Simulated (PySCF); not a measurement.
## Simulated characterisation data

One averaged value for each set of equivalent atoms, isolated molecule, a single conformation, relativity neglected. σ from GIAO-PBE0/pcSseg-1; GFN2-xTB geometry; PySCF 2.14.0 with density-fitted response routines.

Chemical shifts δ = σref − σ; ¹H (31.72 ppm) and ¹³C (186.93 ppm) vs TMS, all at this level. Splittings of carbon signals by F and P are missing where no couplings were computed. Where no couplings were computed, multiplicities follow the n + 1 count of equivalent neighbours, and m marks all less simple cases (inequivalent or close neighbours, rings, F or P nearby). Shifts are as computed. Against solution values, carbons near 30 ppm lie about +3 ppm off and those near 130 ppm about +5 ppm. Of 1211 compounds with measured shifts, 218 miss one by over three times the rms of a fit or turn the order of signals round; such compounds aren't used in these exercises. OH and NH positions are gas-phase values without hydrogen bonding to other molecules.

Compound 1 (C₅H₄F₂O₃). ¹H NMR (600 MHz, computed): δ 8.43 (m, 1H), 6.76 (t, 1H), 5.11 (m, 2H). ¹³C{¹H} NMR (computed): δ 171.1, 150.6, 133.0, 120.4, 70.3. Structure: `O=C1OCC=C1OC(F)F`.

Compound 2 (C₈H₇N₃Si). ¹H NMR (600 MHz, computed): δ 11.45 (br s, 1H), 7.93 (m, 1H), 7.85 (m, 1H), 4.77 (s, 3H), 3.44 (s, 1H). ¹³C{¹H} NMR (computed): δ 149.3, 145.1, 139.8, 133.6, 121.7, 112.3, 97.3, 84.9. Structure: `InChI=1S/C8H7N3Si/c1-2-5-3-4-6(12)8-7(5)9-11-10-8/h1,3-4H,12H3,(H,9,10,11)`.

Compound 3 (C₆H₉NSi). ¹H NMR (600 MHz, computed): δ 7.15 (m, 1H), 6.64 (d, 1H), 5.78 (m, 1H), 5.73 (m, 1H), 4.60 (s, 2H), 2.25 (s, 3H). ¹³C{¹H} NMR (computed): δ 151.7 (CH), 138.5 (CH), 136.8 (C), 130.7 (CH2), 123.6 (C), 18.7 (CH3). Structure: `C=C/C=C(\C)[SiH2]C#N`.
